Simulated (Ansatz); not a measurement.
Molecule: PbCl2, net charge 0, singlet state. SMILES: [Cl][Pb][Cl]
Geometry: optimised at B3LYP-D3(BJ)/def2-TZVP (Ansatz, a quantum-chemistry and plane-wave program).

CCSD(T) with Ansatz in growing basis sets, 18 correlated electrons. Valence correlation only, unless marked. Open shells are spin-unrestricted. No spin-orbit coupling. The frozen core is the preceding noble-gas configuration, with the filled d and f shells of earlier blocks. In def2 rows, elements after Kr have scalar-relativistic effective core potentials. Costs are ratios of core time to the smallest set, on shared machines of one kind, and rough; they hold the program's checks for lower states.

```csv
basis,functions,cost over smallest,E(corr) (Eh),electronic atomisation energy (kcal/mol)
def2-TZVPPD,158,1×,-0.5086,170.3
def2-QZVPPD,246,4×,-0.5524,175.6
```

Formally CCSD grows as o²v⁴ and (T) as o³v⁴; with o = 9 and v going from 130 to 218 both grow 8-fold in the last step, while integrals and the mean field grow more slowly. That step adds 43.8 mEh of correlation energy and 5.3 kcal/mol to the atomisation energy.
